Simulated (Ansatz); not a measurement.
Reaction (redistribution): `[NH2][GeH2][CH]=S` + `CB(C)O` → `S=[CH][GeH3]` + `CB(O)CN`

Computed with Ansatz on PBE0-D4/def2-TZVP structures; ΔE is electronic, products minus reactants. CBS: MP2 limit from def2 TZ/QZ plus the TZ coupled-cluster correction, frozen cores. Functionals use def2-TZVPP. B3LYP here is the variant with VWN-RPA as its local correlation; programs differ in this. For Ge outer-core shells are correlated without core-valence functions, which leaves a few kJ/mol of doubt a bond. Scalar relativity is left out up to krypton. Each species was taken in one conformer, which may not be the lowest.

| level | ΔE (kJ/mol) |
| --- | --- |
| B3LYP-D4 | 92.4 |
| ωB97X-V | 90.7 |
| ωB97M-V | 92.4 |
| PBE | 89.3 |
| PBE0 | 90.0 |
| CCSD(T)/def2-TZVPP | 96.2 |
| SCS-MP2/def2-QZVPP | 100.5 |
| CCSD/CBS(def2) | 96.0 |

Question: What does CCSD(T)/CBS give? (An estimate is asked.)

Answer: Computed: +96.5 kJ/mol. The listed levels differ from it by -4.1, -5.8, -4.1, -7.2, -6.5, -0.3, 4.0, -0.5 kJ/mol.

Largest T1 diagnostic among the species: 0.014.
